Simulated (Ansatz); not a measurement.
Consider the formal exchange of groups at a C–S bond: `C[S][Ge][SH]` + `C[SiH2]N` → `CC[SiH2]N` + `[SH][Ge][SH]`.

Calculated with Ansatz (gas phase, PBE0-D4/def2-TZVP geometries, no zero-point term in ΔE). CCSD(T)/CBS is the MP2 limit (def2-TZVPP, def2-QZVPP) plus CCSD(T) − MP2 in def2-TZVPP, frozen cores. Functionals use def2-TZVPP. B3LYP here is the variant with VWN-RPA as its local correlation; programs differ in this. For Ge outer-core shells are correlated without core-valence functions, which leaves a few kJ/mol of doubt a bond. Scalar relativity is left out up to krypton. One conformer a species, not always the lowest.

```json
{"level": "r2SCAN", "ΔE (kJ/mol)": "2.9"}
{"level": "B3LYP", "ΔE (kJ/mol)": "0.9"}
{"level": "MP2/def2-TZVPP", "ΔE (kJ/mol)": "1.3"}
{"level": "CCSD/def2-TZVPP", "ΔE (kJ/mol)": "-4.3"}
{"level": "HF/def2-QZVPP", "ΔE (kJ/mol)": "-4.8"}
{"level": "SCS-MP2/def2-QZVPP", "ΔE (kJ/mol)": "1.3"}
{"level": "HF/CBS(def2)", "ΔE (kJ/mol)": "-4.8"}
{"level": "CCSD/CBS(def2)", "ΔE (kJ/mol)": "-1.1"}
```

What does CCSD(T)/CBS give? (Estimate.)

Ansatz gave: +1.1 kJ/mol. The listed levels differ from it by 1.8, -0.2, 0.2, -5.4, -5.9, 0.2, -5.9, -2.2 kJ/mol.

Largest T1 diagnostic among the species: 0.014.
